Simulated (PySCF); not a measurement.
cis-Ti(H2O)2F4, `[OH2]->[Ti](<-[OH2])([F])([F])([F])[F]` (singlet state). The calculation used PBE0-D3(BJ)/def2-SVP geometry optimisation, gas phase (PySCF).

```
atom  x, y, z in Å
Ti1   -0.5701   -0.0246   -0.4728
O2    -0.3027   -0.0106    1.7583
H3    -0.7406   -0.7711    2.1597
H4    -0.7070    0.7826    2.1305
F5    -0.5841   -0.0261   -2.2177
O6     1.6675   -0.0039   -0.6479
H7     1.9620    0.7970   -1.0984
H8     1.9932   -0.7568   -1.1557
F9    -2.2837   -0.0309   -0.1376
F10   -0.1740    1.6831   -0.1454
F11   -0.1626   -1.7242   -0.1421
```

Which two atoms are farthest apart?

H4···H8 and H3···H7, 4.523 Å down to 4.514 Å.

How far apart are these pairs, which share no bond: O2···H7, H3···H4, H3···F5, H3···O6, H3···H8, H3···F11, F5···H8?

O2···H7 3.734 Å (3 bonds apart); H3···H4 1.554 Å (2 bonds apart); H3···F5 4.443 Å (3 bonds apart); H3···O6 3.778 Å (3 bonds apart); H3···H8 4.297 Å (4 bonds apart); H3···F11 2.557 Å (3 bonds apart); F5···H8 2.882 Å (3 bonds apart).

Give the dihedral angles F5–Ti1–O6–H7, F11–Ti1–O2–H3, F9–Ti1–O2–H3, F9–Ti1–O2–H4.

F5–Ti1–O6–H7 62° (synclinal); F11–Ti1–O2–H3 -44° (synclinal); F9–Ti1–O2–H3 57° (synclinal); F9–Ti1–O2–H4 -61° (synclinal). Dihedral signs follow IUPAC: positive where, seen along the central bond, the front bond turns clockwise onto the rear one.

Where is the centre of mass (commonest isotopes), and what is the radius of gyration?

Mass 159.963 u; centre at (-0.399, -0.020, -0.332) Å; Rg = √(Σ m r²/M) = 1.620 Å. As Ia + Ib + Ic = 2 Σ m r², the three principal moments sum to 840.1 u·Å².

What is the repulsion energy of the bare nuclei, Σ ZA·ZB/RAB?

593.94 Eh over 55 pairs, with full nuclear charges and distances in bohr; the largest single term is 60.05 Eh (Ti1 with F5).

What are the angles O2–Ti1–F5, O6–Ti1–F9, F5–Ti1–F10, F5–Ti1–F11, F9–Ti1–F10, O2–Ti1–F11, Ti1–O2–H4, H7–O6–H8?

From the scalar product of the two bond vectors; for O2–Ti1–F5 it is -3.8968 Å² over 2.2471 × 1.7450 Å², cos θ = -0.993803. O2–Ti1–F5 173.6°; O6–Ti1–F9 173.4°; F5–Ti1–F10 100.7°; F5–Ti1–F11 100.8°; F9–Ti1–F10 100.7°; O2–Ti1–F11 78.1°; Ti1–O2–H4 109.8°; H7–O6–H8 107.4°.

Write the matrix of distances between heavy atoms (Å, lower triangle).

```
Ti1   0.000
O2    2.247  0.000
F5    1.745  3.986  0.000
O6    2.245  3.110  2.745  0.000
F9    1.746  2.742  2.686  3.984  0.000
F10   1.783  2.551  2.717  2.547  2.718  0.000
F11   1.779  2.563  2.715  2.562  2.714  3.407  0.000
```

Whether it is a minimum is left open (no frequencies).
